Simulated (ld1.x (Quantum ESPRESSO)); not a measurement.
# Configuration tests for molybdenum (TM)

molybdenum, norm-conserving Troullier–Martins (Kleinman–Bylander form), made with ld1.x (Quantum ESPRESSO) 7.5 (PBE, scalar-relativistic). Core [Kr], reference 4d5 5s1 5p0. Waves: 5s (bound): rc 2.40 bohr; 5p (bound, empty): rc 3.30 bohr; 4d (bound): rc 2.20 bohr. Local part: all-electron potential smoothed inside 3.15 bohr (lloc = -1). Core correction: a·sin(br)/r model core inside 1.95 bohr.

Energies are relative to the spin-unpolarised reference configuration 4d5 5s1 5p0; without spin polarisation the order of configurations can differ from experiment.

Q: Give the all-electron excitation energy and the error of the potential for: 4d5 5s0 5p0; 4d4 5s0 5p0; 4d3 5s0 5p0; 4d6 5s0 5p0; 4d4 5s1 5p0; 4d5 5s0 5p1; 4d4 5s1 5p1.

A:

```tsv
valence configuration	charge	ΔE all-electron (eV)	error AE − PS (meV)
4d5 5s0 5p0	+1	6.890	-12
4d4 5s0 5p0	+2	22.352	-91
4d3 5s0 5p0	+3	49.096	-491
4d6 5s0 5p0	0	0.763	-48
4d4 5s1 5p0	+1	8.064	-43
4d5 5s0 5p1	0	3.140	-2.4
4d4 5s1 5p1	0	3.740	-75
```

Levels in the configuration 4d3 5s0 5p0:

| level | all-electron (eV) | pseudo (eV) |
| --- | --- | --- |
| 4d | -32.906 | -33.517 |
